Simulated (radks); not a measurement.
Problem. These are the eigenvalues of the occupied orbitals of an atom or ion with whole-number occupations (hartree). Method: Dirac Kohn-Sham, SOGGA, spin-unpolarised, spherical densities, point nucleus; computed with a radial shooting solver on a logarithmic mesh with Libxc functionals.

1s1/2: -2247.029
2s1/2: -380.4751
2p1/2: -362.9057
2p3/2: -324.4474
3s1/2: -85.74418
3p1/2: -77.99473
3p3/2: -69.83264
3d3/2: -56.64545
3d5/2: -54.86182
4s1/2: -16.85767
4p1/2: -13.72366
4p3/2: -11.87354
4d3/2: -6.72101
4d5/2: -6.38425
5s1/2: -2.01357
5p1/2: -1.16763
5p3/2: -0.94323
6s1/2: -0.14157
4f5/2: -0.13662
4f7/2: -0.08824

Which element is it, and in what charge state? The configuration may be excited. Open shells, if any, fill j = l - 1/2 first.

Solution. Z = 70, ytterbium, charge 0: Yb in [Xe] 4f14 6s2. The list shows which subshells hold electrons but not how many an open one holds; the 1s level, -2247 hartree, gives Z - s = 67.0 by -(Z - s)^2/2, which with screening and relativity narrows Z to a few neighbours, and the depths of the outer levels then fix element, charge and occupations together.
